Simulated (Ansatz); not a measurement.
## Energy differences in one family of gas-phase species

Each structure stands at its B3LYP-D3(BJ)/def2-TZVP stationary point, reached from a drawn start (curvature not checked).

(1), F3Si (SMILES F[Si](F)F) (charge 0, multiplicity 2):
```xyz
4

Si    -0.0001     0.0000    -0.4265
F      1.4831     0.0000     0.1418
F     -0.7415     1.2844     0.1423
F     -0.7415    -1.2844     0.1423
```

(2), F2Si (SMILES F[Si]F) (charge 0, multiplicity 1):
| atom | x (Å) | y (Å) | z (Å) |
|---|---|---|---|
| Si | 0.0000 | 0.0000 | -0.6842 |
| F | 1.2391 | 0.0000 | 0.3421 |
| F | -1.2391 | 0.0000 | 0.3421 |

(3): F atom, charge 0, multiplicity 2.

(4), SiF4 (SMILES F[Si](F)(F)F) (charge 0, multiplicity 1, Z-matrix in Å and degrees):
```
Si
F 1 1.5673
F 1 1.5673 2 109.47
F 1 1.5673 2 109.47 3 -120.00
F 1 1.5673 2 109.47 3 120.00
```

(5), SiCl4 (SMILES Cl[Si](Cl)(Cl)Cl) (charge 0, multiplicity 1):
```xyz
5

Si     0.00000     0.00000     0.00000
Cl     1.17346     1.17346     1.17346
Cl     1.17346    -1.17346    -1.17346
Cl    -1.17346     1.17346    -1.17346
Cl    -1.17346    -1.17346     1.17346
```

(6), Cl3Si (SMILES Cl[Si](Cl)Cl) (charge 0, multiplicity 2):
```xyz
4

Si    -0.0001     0.0000    -0.5169
Cl     1.9396     0.0000     0.1720
Cl    -0.9697     1.6797     0.1725
Cl    -0.9697    -1.6797     0.1725
```

(7): Cl atom, charge 0, multiplicity 2.

```tsv
step	quantity	PBE/def2-TZVPP (kcal/mol)	r2SCAN/def2-TZVPP (kcal/mol)	PBE0/def2-TZVPP (kcal/mol)	wB97M-V/def2-TZVPP (kcal/mol)	CCSD(T)/cc-pV(Q+d)Z (kcal/mol)
(1) → (2) + (3)	reaction energy	109.35	113.88	107.22	102.17	107.72
(4) → (1) + (3)	reaction energy	160.87	161.43	158.97	166.04	166.89
(5) → (6) + (7)	reaction energy	105.77	107.23	106.61	112.89	110.40
```

Right side less left side. No zero-point or thermal terms; singlets are restricted closed shells; open shells are unrestricted; no spin–orbit coupling.

Cores are frozen in the correlated methods.

The values were computed with Ansatz (a quantum-chemistry and plane-wave program) with Gaussian orbitals. All values are computed, each at the level named.

At CCSD(T)/cc-pV(Q+d)Z the steps run from 107.72 ((1) → (2) + (3)) to 166.89 kcal/mol ((4) → (1) + (3)); 0 of 3 are downhill as written. wB97M-V/def2-TZVPP give the same order. Counted from CCSD(T)/cc-pV(Q+d)Z, which is the highest level that all steps share and no exact value, the absolute differences over these 3 steps have mean and median 4.10 and 4.63 (PBE/def2-TZVPP), 4.93 and 5.45 (r2SCAN/def2-TZVPP), 4.07 and 3.79 (PBE0/def2-TZVPP), 2.96 and 2.49 (wB97M-V/def2-TZVPP) kcal/mol; wB97M-V/def2-TZVPP lies nearest by the mean. PBE/def2-TZVPP is furthest off for (4) → (1) + (3), by -6.02 kcal/mol.

The steps were written down ahead of the runs, not picked by their results: 3 of 3 stand here.
